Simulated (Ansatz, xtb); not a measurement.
## A geometry optimisation of CH5AlSb with r2SCAN-D4/def2-SVP

The starting geometry of this gas-phase doublet was built from a drawn formula by distance geometry and a force field; its bonds are those of `[AlH2][CH][SbH2]`.

```yaml
atoms:
  - { symbol: C, position_ang: [0.8070, 0.2863, 1.4856] }
  - { symbol: Al, position_ang: [-0.6099, 0.8992, 0.2399] }
  - { symbol: Sb, position_ang: [1.8910, -1.3866, 0.5837] }
  - { symbol: H, position_ang: [-0.2026, 1.4664, -1.1947] }
  - { symbol: H, position_ang: [-2.1424, 0.8942, 0.7529] }
  - { symbol: H, position_ang: [1.5215, 1.0948, 1.6630] }
  - { symbol: H, position_ang: [2.6729, -0.2789, -0.5537] }
  - { symbol: H, position_ang: [3.1782, -1.2439, 1.7497] }
```

Q: Predict what it relaxes into with r2SCAN-D4/def2-SVP.

A: It keeps its bonds, and is `[AlH2][CH][SbH2]`.

The energy falls by 0.64 eV over 17 steps:

```json
{"step": "1", "E − E(last) (eV)": "0.640"}
{"step": "3", "E − E(last) (eV)": "0.295"}
{"step": "5", "E − E(last) (eV)": "0.159"}
{"step": "6", "E − E(last) (eV)": "0.130"}
{"step": "8", "E − E(last) (eV)": "0.050"}
{"step": "10", "E − E(last) (eV)": "0.021"}
{"step": "12", "E − E(last) (eV)": "0.010"}
{"step": "13", "E − E(last) (eV)": "0.001"}
{"step": "15", "E − E(last) (eV)": "0.000"}
{"step": "17", "E − E(last) (eV)": "0.000"}
```

Final geometry (Å):

```json
{"atom": "C", "x (Å)": "0.6881", "y (Å)": "0.0183", "z (Å)": "1.3047"}
{"atom": "Al", "x (Å)": "-0.5304", "y (Å)": "1.0085", "z (Å)": "0.1833"}
{"atom": "Sb", "x (Å)": "2.2518", "y (Å)": "-1.2618", "z (Å)": "0.6239"}
{"atom": "H", "x (Å)": "-0.4508", "y (Å)": "0.7905", "z (Å)": "-1.3904"}
{"atom": "H", "x (Å)": "-1.5672", "y (Å)": "2.0315", "z (Å)": "0.8223"}
{"atom": "H", "x (Å)": "0.6038", "y (Å)": "-0.0067", "z (Å)": "2.4035"}
{"atom": "H", "x (Å)": "2.6226", "y (Å)": "-0.3308", "z (Å)": "-0.7710"}
{"atom": "H", "x (Å)": "3.4980", "y (Å)": "-0.5180", "z (Å)": "1.5501"}
```

From the same start GFN2-xTB ends elsewhere, differing in Al2–Sb3 (2.95 against 3.62 Å here).

The end wasn't checked by frequencies. Open shells are spin-unrestricted. Atoms past krypton carry core potentials, without spin–orbit terms. Run with Ansatz 0.2.0, 75 s on 2 threads of Arm Neoverse V2, on a shared host.
